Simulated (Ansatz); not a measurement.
Gas-phase electronic energies from Ansatz, PBE0-D4/def2-TZVP geometries. CBS: MP2 limit from def2 TZ/QZ plus the TZ coupled-cluster correction, frozen cores. DFT in def2-TZVPP. B3LYP here is the variant with VWN-RPA as its local correlation; programs differ in this. Elements past krypton have def2 core potentials. For Sb outer-core shells are correlated without core-valence functions, which leaves a few kJ/mol of doubt a bond. Each species was taken in one conformer, which may not be the lowest.

Reaction (redistribution): `[F][AlH][SbH2]` + `CSP` → `C[S][SbH2]` + `[F][AlH][PH2]`

| level | ΔE (kJ/mol) | difference from CCSD(T)/CBS |
| --- | --- | --- |
| LDA (SPW92) | -12.6 | 6.4 |
| BLYP-D4 | -21.7 | -2.7 |
| B97M-V | -28.6 | -9.6 |
| BHLYP-D4 | -18.3 | 0.7 |
| ωB97X-V | -17.4 | 1.6 |
| B2PLYP | -18.3 | 0.7 |
| PBE | -16.7 | 2.3 |
| B3LYP | -18.7 | 0.3 |
| r2SCANh | -17.9 | 1.1 |
| HF/def2-SVP | -17.4 | 1.6 |
| MP2/def2-SVP | -20.1 | -1.1 |
| CCSD/def2-SVP | -18.8 | 0.2 |
| CCSD(T)/def2-SVP | -19.1 | -0.1 |
| MP2/def2-TZVPP | -17.1 | 1.9 |
| HF/CBS(def2) | -17.1 | 1.9 |
| CCSD/CBS(def2) | -18.2 | 0.8 |
| CCSD(T)/CBS | -19.0 | 0 |

Largest T1 diagnostic among the species: 0.014.

From r2SCAN to r2SCAN0 (25 % exact exchange), in def2-TZVPP and without D4, ΔE moves by +3.1 kJ/mol. Leaving LDA and LC-ωPBE aside and taking each functional with its dispersion term where it has one, the values, not all of them listed here, spread over 13.7 kJ/mol, from B97M-V to PBE-QIDH. LDA lies +4.1 kJ/mol from PBE without D4.
